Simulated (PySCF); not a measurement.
CH4F2Ge (SMILES [CH3][GeH]([F])[F]), singlet, geometry from GFN2-xTB, atoms displaced at random by about 0.08 Å a coordinate; PBE/STO-3G, gradient by finite differences (PySCF).

The PySCF input:
```python
from pyscf import gto, scf, dft

mol = gto.M(
    atom='''
Ge    0.196727   -0.011920    0.145060
C    -1.761692   -0.202273   -0.119088
F     0.685805   -1.176765   -0.970705
F     0.586101    1.452657   -0.375187
H     1.138489   -0.308952    1.570153
H    -2.123069   -1.163995    0.442835
H    -2.303571    0.636508    0.832124
H    -2.033852   -0.051240   -0.936467
''',
    basis='sto-3g',
    charge=0,
    spin=0,
    verbose=4,
)

mf = dft.RKS(mol)
mf.xc = 'pbe'
mf.conv_tol = 1e-11
mf.kernel()
scan, done = mf.as_scanner(), []
scan.scf_summary = {}
def energy(d):
    c = mol.atom_coords()
    c[3, 0] += d
    e = scan(mol.set_geom_(c, unit='Bohr', inplace=False))
    done.append(scan.converged)
    return e
h = 0.2
fd = (energy(h) - energy(-h)) / (2 * h)
print('dE/dx =', fd)
```

Q: Predict the main parts of the log of this PySCF run.

A: 
```
PySCF version 2.14.0

[INPUT] verbose = 4
[INPUT] num. atoms = 8
[INPUT] num. electrons = 60
[INPUT] charge = 0
[INPUT] spin (= nelec alpha-beta = 2S) = 0
[INPUT] symmetry False subgroup None
[INPUT] Mole.unit = angstrom
[INPUT] Symbol           X                Y                Z      unit          X                Y                Z       unit  Magmom
[...]
nuclear repulsion = 325.258324388255
number of shells = 21
number of NR pGTOs = 111
number of NR cGTOs = 37
basis = sto-3g
ecp = {}

******** <class 'pyscf.dft.rks.RKS'> ********
method = RKS
initial guess = minao
damping factor = 0
level_shift factor = 0
DIIS = <class 'pyscf.scf.diis.CDIIS'>
diis_start_cycle = 1
diis_space = 8
diis_damp = 0
SCF conv_tol = 1e-11
SCF conv_tol_grad = None
SCF max_cycles = 50
direct_scf = True
direct_scf_tol = 1e-13
XC library pyscf.dft.libxc version 7.1.2
    S. Lehtola, C. Steigemann, M. J. T. Oliveira, and M. A. L. Marques,  SoftwareX 7, 1–5 (2018)
XC functionals = pbe
    J. P. Perdew, K. Burke, and M. Ernzerhof,  Phys. Rev. Lett. 77, 3865 (1996)
    J. P. Perdew, K. Burke, and M. Ernzerhof,  Phys. Rev. Lett. 78, 1396 (1997)
    J. P. Perdew, K. Burke, and M. Ernzerhof,  Phys. Rev. Lett. 77, 3865 (1996)
    J. P. Perdew, K. Burke, and M. Ernzerhof,  Phys. Rev. Lett. 78, 1396 (1997)
radial grids:
    Treutler-Ahlrichs [JCP 102, 346 (1995); DOI:10.1063/1.469408] (M4) radial grids

becke partition: Becke, JCP 88, 2547 (1988); DOI:10.1063/1.454033
pruning grids: <function nwchem_prune>
grids dens level: 3
symmetrized grids: False
atomic radii adjust function: <function treutler_atomic_radii_adjust>
small_rho_cutoff = 0
Set gradient conv threshold to 3.16228e-06
Initial guess from minao.
tot grids = 102520
init E= -2287.12020570586
[...]
cycle= 1 E= -2288.97259183473  delta_E= -1.85  |g|= 0.555  |ddm|= 3.24
[...]
cycle= 2 E= -2288.67343769764  delta_E= 0.299  |g|= 1.03  |ddm|= 3.12
[...]
cycle= 3 E= -2289.11650885136  delta_E= -0.443  |g|= 0.171  |ddm|= 2.25
[...]
cycle= 4 E= -2289.12443940098  delta_E= -0.00793  |g|= 0.103  |ddm|= 0.468
[...]
cycle= 5 E= -2289.12818218965  delta_E= -0.00374  |g|= 0.0229  |ddm|= 0.186
[...]
cycle= 6 E= -2289.12840828799  delta_E= -0.000226  |g|= 0.00503  |ddm|= 0.0499
[...]
cycle= 7 E= -2289.12841916111  delta_E= -1.09e-05  |g|= 0.00169  |ddm|= 0.0123
[...]
cycle= 8 E= -2289.1284201339  delta_E= -9.73e-07  |g|= 0.000681  |ddm|= 0.00359
[...]
cycle= 9 E= -2289.12842030119  delta_E= -1.67e-07  |g|= 0.000127  |ddm|= 0.00119
[...]
[...]
converged SCF energy = -2289.12842030974
converged SCF energy = -2289.13114048124
[...]
   7 H     -2.303571000000   0.636508000000   0.832124000000 AA   -4.353118298490   1.202825796095   1.572486461678 Bohr
   8 H     -2.033852000000  -0.051240000000  -0.936467000000 AA   -3.843423257899  -0.096829566623  -1.769666154693 Bohr

******** <class 'pyscf.scf.hf.RKS_Scanner'> ********
method = RKS_Scanner
initial guess = minao
damping factor = 0
level_shift factor = 0
DIIS = <class 'pyscf.scf.diis.CDIIS'>
diis_start_cycle = 1
diis_space = 8
diis_damp = 0
SCF conv_tol = 1e-11
SCF conv_tol_grad = None
SCF max_cycles = 50
direct_scf = True
direct_scf_tol = 1e-13
XC library pyscf.dft.libxc version 7.1.2
    S. Lehtola, C. Steigemann, M. J. T. Oliveira, and M. A. L. Marques,  SoftwareX 7, 1–5 (2018)
XC functionals = pbe
    J. P. Perdew, K. Burke, and M. Ernzerhof,  Phys. Rev. Lett. 77, 3865 (1996)
    J. P. Perdew, K. Burke, and M. Ernzerhof,  Phys. Rev. Lett. 78, 1396 (1997)
    J. P. Perdew, K. Burke, and M. Ernzerhof,  Phys. Rev. Lett. 77, 3865 (1996)
    J. P. Perdew, K. Burke, and M. Ernzerhof,  Phys. Rev. Lett. 78, 1396 (1997)
radial grids:
    Treutler-Ahlrichs [JCP 102, 346 (1995); DOI:10.1063/1.469408] (M4) radial grids

becke partition: Becke, JCP 88, 2547 (1988); DOI:10.1063/1.454033
pruning grids: <function nwchem_prune>
grids dens level: 3
symmetrized grids: False
atomic radii adjust function: <function treutler_atomic_radii_adjust>
small_rho_cutoff = 0
Set gradient conv threshold to 3.16228e-06
tot grids = 102520
init E= -2289.12706441797
[...]
cycle= 1 E= -2289.12447213856  delta_E= 0.00259  |g|= 0.0262  |ddm|= 0.453
[...]
cycle= 2 E= -2289.12426409773  delta_E= 0.000208  |g|= 0.0365  |ddm|= 0.11
[...]
cycle= 3 E= -2289.12476236392  delta_E= -0.000498  |g|= 0.00403  |ddm|= 0.0649
[...]
cycle= 4 E= -2289.124767107  delta_E= -4.74e-06  |g|= 0.00235  |ddm|= 0.0113
[...]
cycle= 5 E= -2289.12476931121  delta_E= -2.2e-06  |g|= 0.000421  |ddm|= 0.00451
[...]
cycle= 6 E= -2289.12476939154  delta_E= -8.03e-08  |g|= 7.56e-05  |ddm|= 0.00101
[...]
cycle= 7 E= -2289.12476939463  delta_E= -3.1e-09  |g|= 1.55e-05  |ddm|= 0.000204
[...]
cycle= 8 E= -2289.12476939471  delta_E= -7.28e-11  |g|= 7.97e-06  |ddm|= 3.9e-05
[...]
cycle= 9 E= -2289.12476939473  delta_E= -2.05e-11  |g|= 8.12e-07  |ddm|= 1.32e-05
[...]
cycle= 10 E= -2289.12476939473  delta_E= -9.09e-13  |g|= 1.27e-07  |ddm|= 2.15e-06
[...]
Extra cycle  E= -2289.12476939473  delta_E= 1.82e-12  |g|= 1.2e-07  |ddm|= 5.02e-07
converged SCF energy = -2289.12476939473
dE/dx = -0.01592771627770162
```
